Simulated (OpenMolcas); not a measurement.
**V2+: moving the ligands**

V2+ with 6 ligands (chloride) in octahedral coordination (Oh) at 2.55 Å. A charge of +0.667 e stands 2.6 Å behind each ligand. Ligand basis ANO-RCC-VDZP.
```
V     0.0000    0.0000    0.0000
Cl    2.5500    0.0000    0.0000
Cl    0.0000    2.5500    0.0000
Cl   -2.5500    0.0000    0.0000
Cl    0.0000   -2.5500    0.0000
Cl    0.0000    0.0000    2.5500
Cl    0.0000    0.0000   -2.5500
```

| Quantity | Value |
| --- | --- |
| Program | OpenMolcas 26.06 |
| Method | SS-CASPT2, IPEA 0.25 Eh, imaginary shift 0.1 Eh (closed shells correlated: 3s 3p and the ligand valence shells) |
| Basis | ANO-RCC-VDZP [5s4p2d1f] |
| Scalar Hamiltonian | DKH2, point nucleus |
| Active space | 3 electrons in 5 orbitals (3d) |
| State averaging | 2S+1 = 4 even, 10 roots; 2S+1 = 2 even, 40 roots |
| Spin-orbit coupling | state interaction with AMFI integrals over the reference wave functions |

Runs around this geometry, states (labels of O, the rotations of Oh). Energies in cm-1 above the lowest state or level, χT in cm3 K/mol.

```csv
R (Å),Ground state,First state of that spin,First gap with spin-orbit (degeneracies),χT at 300 K,First state of another spin
2.48,4A2,4T2 6890,"6820 (4, 2)",1.844,2E 12630
2.55,4A2,4T2 6150,"6080 (4, 2)",1.839,2E 12750
2.69,4A2,4T2 4330,"4270 (4, 2)",1.821,2E 12820
```

Taking the first state of the same spin as R^-n, n = -ln(4330 / 6890) / ln(2.69 / 2.48) = 5.7 between the shortest and longest distance.

Roots that are degenerate in the reference are averaged as groups; the widest CASPT2 spread within a group is 670 cm-1 (the 3-fold group of multiplicity 4 near 6890 cm-1 above the lowest state of its run, R = 2.48). Shifts and gaps below about the spread of the groups concerned are not significant. Over all roots computed the reference weight is 0.67 to 0.68 in R = 2.48, 0.67 to 0.68 in R = 2.55, 0.67 to 0.68 in R = 2.69; a low but even weight reflects the number of correlated electrons. Ligand-to-metal charge-transfer states are missing. These CASPT2 states fit no ligand-field parameters well, so their order and spin gaps are uncertain. With no ligand orbital active B as a rule stays too high, so bands that hang on it stand too high and its fall with covalency is understated. With one d shell and no ligand orbital active, 10Dq can be off by tens of per cent for divalent 3d ions, low with halides held by bare charges and at times high in hosts. Free-ion shares, where given, are those of the reference states; single-state CASPT2 does not remix them. No measured value stands beside these numbers; the geometry is a model, was not optimised and need not be the one that this ion takes.
